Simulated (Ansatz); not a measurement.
Species: trihydroxy(prop-2-enyl)silane, C₃H₈O₃Si, charge 0, multiplicity 1. SMILES: O[Si](CC=C)(O)O
Coordinates optimised at B3LYP-D3(BJ)/def2-TZVP (Ansatz, a quantum-chemistry and plane-wave program):
```xyz
15

C      2.5558    -1.0669    -0.8924
C      1.7230    -1.0606     0.1450
C      1.0880     0.1573     0.7374
Si    -0.6742     0.3275     0.1385
O     -1.4710    -0.9516     0.7831
O     -0.7030     0.3722    -1.5075
O     -1.4214     1.7058     0.6239
H      2.8871    -0.1462    -1.3605
H      2.9501    -1.9907    -1.2948
H      1.4233    -2.0085     0.5825
H      1.0802     0.1065     1.8292
H      1.6330     1.0597     0.4479
H     -2.4255    -0.9881     0.6794
H     -0.1114    -0.2402    -1.9560
H     -1.4360     2.4333    -0.0031
```

Computed values are from Ansatz. Cores are frozen in the correlated levels unless marked. UHF or UKS for open shells. No spin-orbit coupling. Non-relativistic. CBS(X,Y): correlation extrapolated as X^-3; Hartree-Fock from the larger set.

The atomisation energy De comes out as 1504.9 kcal/mol at CCSD(T)/CBS(cc-pV(T+d)Z,cc-pV(Q+d)Z) and the total energy comes out as -633.7172 Eh at CCSD(T)/CBS(cc-pV(T+d)Z,cc-pV(Q+d)Z). The dipole moment comes out as 1.00 D at CCSD(T)/aug-cc-pV(D+d)Z and the T1 diagnostic is 0.011 at CCSD/cc-pV(Q+d)Z.
